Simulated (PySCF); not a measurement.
# Broadened absorption spectrum of C6H14BP

Compound: C₆H₁₄BP.
Geometry (PBE0-D3(BJ)/def2-SVP, Å), atoms numbered from 1 in this order:
```xyz
22
C6H14BP angstrom
B     -2.872    0.143    0.048
P     -1.217   -0.759   -0.244
C     -0.282   -0.453   -1.790
C      1.198   -0.508   -1.404
C      1.333   -0.237    0.076
C      2.692    0.088    0.599
C      0.206   -0.352    0.810
C      0.022   -0.180    2.280
H     -3.214   -0.191    1.175
H     -2.585    1.329   -0.057
H     -3.621   -0.273   -0.826
H     -1.309   -2.179   -0.157
H     -0.572    0.561   -2.107
H     -0.566   -1.146   -2.593
H      1.794    0.210   -1.992
H      1.629   -1.503   -1.623
H      3.406   -0.709    0.332
H      2.712    0.214    1.688
H      3.072    1.015    0.137
H     -0.309   -1.121    2.751
H     -0.762    0.565    2.487
H      0.946    0.141    2.780
```

Level of theory: PySCF 2.14.0, density-fitted response routines, TDDFT CAM-B3LYP/def2-SVPD, vertical, gas phase, core orbitals frozen in the response.

Computed states:

```json
{"state": "S1", "E (eV)": "6.37", "f": "0.321"}
{"state": "S2", "E (eV)": "6.65", "f": "0.023"}
{"state": "S3", "E (eV)": "7.09", "f": "0.017"}
{"state": "S4", "E (eV)": "7.14", "f": "0.041"}
{"state": "S5", "E (eV)": "7.33", "f": "0.0037"}
{"state": "S6", "E (eV)": "7.54", "f": "0.0051"}
{"state": "S7", "E (eV)": "7.57", "f": "0.023"}
{"state": "S8", "E (eV)": "7.60", "f": "0.022"}
{"state": "S9", "E (eV)": "7.98", "f": "0.017"}
{"state": "S10", "E (eV)": "8.01", "f": "0.013"}
```

Broadening: Gaussians 0.3 eV wide at half height, area fixed by f = 4.319×10⁻⁹ ∫ε dν̃. The cross-section is σ = 3.8235×10⁻²¹ ε cm², given in Mb (10⁻¹⁸ cm²). The width is an assumption, not a result. The curve ends short of the highest state used, and states not computed would add to its high-energy end.

Task: Give the broadened spectrum and its maxima.

Result: 
```
E (eV)  σ (Mb)
  5.92    0.22
  5.97    0.82
  6.02    2.60
  6.07    7.06
  6.12   16.41
  6.18   36.86
  6.23   61.07
  6.28   86.78
  6.33  105.81
  6.38  110.88
  6.43  100.18
  6.49   73.79
  6.54   50.13
  6.59   31.44
  6.64   19.26
  6.69   12.13
  6.74    7.95
  6.80    5.17
  6.85    4.51
  6.90    5.60
  6.95    8.47
  7.00   12.57
  7.05   16.68
  7.10   19.31
  7.16   19.15
  7.21   16.49
  7.26   12.87
  7.31    9.90
  7.36    8.75
  7.41    9.78
```

Maxima: 195 nm (6.37 eV), ε about 29000, made up of S1 (99%); 174 nm (7.13 eV), ε about 5200, made up of S3 (27%) and S4 (71%) (ε in L mol⁻¹ cm⁻¹; maxima over ε = 5, shares over 10%). At its high-energy end, 7.41 eV, the curve is still rising (ε about 2600, from S4, S5, S6, S7 and S8).

Task: What would ε be at 6.37 eV, the highest of these maxima, with half the width (0.15 eV)?

Result: About 57800 L mol⁻¹ cm⁻¹ against 29100, a factor of about 1.99; a lone state at its own centre would give exactly 2.

Task: Does any computed singlet lie in the visible range?

Result: No computed singlet lies in the visible range (380 to 750 nm); the lowest, at 195 nm, stands 3.11 eV above its violet end (3.26 eV).

Task: On this curve, what absorbance would a 10⁻⁵ mol/L sample give at 193 nm over a 1 cm path?

Result: 193 nm is 6.424 eV, where ε is about 27000 L mol⁻¹ cm⁻¹, so A = ε c l ≈ 0.27 (Beer–Lambert, with the gas-phase spectrum and the assumed width).

The vertical ionisation energy (ΔSCF) is 9.08 eV, 1.07 eV above S10.

One conformer stands for the species.
